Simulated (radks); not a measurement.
Polarisabilities and homonuclear dispersion coefficients (atomic units). Calculated with a radial shooting solver on a logarithmic mesh with Libxc functionals: non-relativistic Kohn-Sham, LB94 model potential, spin-polarised, spherical densities, point nucleus; open shells are filled with parallel spins first (spin-orbit coupling, left out, can overturn this in heavy ions). Response by self-consistent Sternheimer equations with the Hartree and adiabatic LDA kernel. For heavy and open-shell atoms this level of theory can miss by tens of per cent. "Uncoupled" leaves out the induced potential. Quadrupole and octupole values are given only where no p, d or f shell is open. The Sternheimer factor gamma scales a distant field gradient at the nucleus by 1 - gamma.

species,configuration,alpha1 (bohr^3),"alpha1, uncoupled",alpha2 (bohr^5),alpha3 (bohr^7),C6,C8,Sternheimer gamma,recommended alpha1
Xe,[Xe],27.36,45.85,213.5,3335,289.3,11930,-160,27.32 +/- 0.2
Cs+,[Xe],16.34,27.86,94.26,1034,142.0,4386,-110,-
Ba2+,[Xe],11.06,19.04,51.50,429.5,81.71,2029,-83.9,-
La3+,[Xe],8.050,13.93,32.18,210.4,51.70,1073,-67.5,-
Ce4+,[Xe],6.142,10.66,23.11,114.8,34.86,617.2,-55.3,-
Pr5+,[Xe],4.848,8.432,51.52,67.73,24.60,643.8,-16.5,-
Nd6+,[Kr] 4d10 4f2 5s2 5p4,3.931,6.925,-,-,16.41,-,-,-
Pm7+,[Kr] 4d10 4f3 5s2 5p3,3.225,5.698,-,-,11.52,-,-,-
Sm8+,[Kr] 4d10 4f4 5s2 5p2,2.670,4.757,-,-,8.104,-,-,-

Recommended values: Schwerdtfeger and Nagle, table of static dipole polarisabilities (2023 update), measured or computed.

Beside tabulated values, note that relativity, absent from the non-relativistic runs, is large for the heavy elements.
